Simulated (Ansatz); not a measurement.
One change: `[OH][GeH2][Br]` becomes `[OH][GeH2][F]`.

Ansatz, PBE0-D4/def2-TZVP geometries, multiplicity 1. Each molecule was computed in one conformer, which needn't be the lowest.

Scalar relativity is left out up to krypton.

```
                                      property  `[OH][GeH2][Br]`
            HOMO energy (PBE0/def2-TZVPP) / eV             -8.36
zero-point energy (PBE0-D4/def2-TZVP) / kJ/mol              80.4
         HOMO energy (ωB97M-V/def2-TZVPP) / eV            -10.58
            LUMO energy (PBE0/def2-TZVPP) / eV             -0.38
         HOMO–LUMO gap (B3LYP/def2-TZVPP) / eV              7.41
           LUMO energy (B3LYP/def2-TZVPP) / eV             -0.69
```

Task: What does the change do to each property? (An estimate is asked.)

Result: Ansatz gave: 
| property | `[OH][GeH2][F]` | shift |
| --- | --- | --- |
| HOMO energy (PBE0/def2-TZVPP) / eV | -9.29 | -0.93 |
| zero-point energy (PBE0-D4/def2-TZVP) / kJ/mol | 84.0 | 3.6 |
| HOMO energy (ωB97M-V/def2-TZVPP) / eV | -11.65 | -1.07 |
| LUMO energy (PBE0/def2-TZVPP) / eV | 0.27 | 0.65 |
| HOMO–LUMO gap (B3LYP/def2-TZVPP) / eV | 8.96 | 1.55 |
| LUMO energy (B3LYP/def2-TZVPP) / eV | -0.08 | 0.61 |

With PBE0 the HOMO falls by 0.93 eV and the LUMO rises by 0.65 eV, so the gap widens by about 1.58 eV. PBE moves the HOMO by -0.56 eV and ωB97M-V by -1.07 eV.

B3LYP here is the variant with VWN-RPA as its local correlation; programs differ in this.

Spin–orbit coupling is left out; it splits and shifts lone-pair levels of the heavy atoms by tenths of an eV.
